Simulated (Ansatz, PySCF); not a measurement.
Stretching the Sn1–F3 bond in FHSn (SMILES [F][SnH]) (multiplicity 1 held, fragments rigid). Energies count from the point at 1.961 Å.
Geometry at that point (charge 0, multiplicity 1):
| atom | x (Å) | y (Å) | z (Å) |
|---|---|---|---|
| Sn | -0.0910 | -0.1737 | 0.2189 |
| H | -1.0351 | -1.0891 | -1.0004 |
| F | 0.6204 | 1.0860 | -1.1050 |

Restricted levels (R-, RO-) in cc, def2 and unpolarised 6-31G sets keep to the state of the molecule at rest. U- levels take the lowest unrestricted solution at each point, which mixes spins at long bonds. Left out are points that failed, MP2 points in a non-variational dive below the minimum, coupled-cluster points behind a sign of a changed root (a jump of the amplitudes, or a one-step jump against full CI or MRCI), small-basis points behind a change of solution, and semi-empirical points at long bonds. Curves can end on different states.

Frozen-core correlation. Filled d and f shells under p-block atoms count as core. Rows in LANL2DZ carry no dispersion term and start afresh at each structure. LANL2DZ brings its own core potentials from Na on.

Programs: Ansatz (Gaussian orbitals); PySCF for LANL2DZ rows. Each number belongs to the level named beside it. In def2 rows elements past Kr take small-core potentials, without spin–orbit coupling.

Energies in kJ/mol.

| R (Å) | R-B3LYP/LANL2DZ | U-B3LYP/def2-TZVPP | R-wB97X-V/def2-TZVPP | R-MP2/def2-TZVPP | R-SCS-MP2/def2-TZVPP | U-SCS-MP2/def2-TZVPP |
|---|---|---|---|---|---|---|
| 1.569 | 214 | 307 | 294 | 307 | 307 | 307 |
| 1.765 | 34 | 51 | 44 | 49 | 49 | 49 |
| 1.961 | 0 | 0 | 0 | 0 | 0 | 0 |
| 2.157 | 29 | 26 | 33 | 32 | 31 | 31 |
| 2.353 | 82 | 79 | 92 | 91 | 90 | 90 |
| 2.647 | 170 | 166 | 187 | 187 | 185 | 185 |
| 2.942 | 248 | 243 | 272 | 275 | 272 | 400 |
| 3.432 | 347 | 336 | 384 | 393 | 389 | 479 |
| 3.922 | 412 | 382 | 465 | 481 | 476 | 494 |
| 4.510 | 460 | 412 | 532 | 557 | 552 | 499 |
| 5.295 | left out | 431 | 589 | 625 | 619 | 500 |
| 6.275 | left out | 441 | 631 | 676 | 670 | 500 |

Doubts at one or more of the structures used: a restricted determinant that unrestricted orbitals would lower (R-B3LYP/LANL2DZ, R-wB97X-V/def2-TZVPP, R-MP2/def2-TZVPP, R-SCS-MP2/def2-TZVPP); a spin-contaminated determinant (U-B3LYP/def2-TZVPP, U-SCS-MP2/def2-TZVPP).

Ansatz is an electronic-structure program.
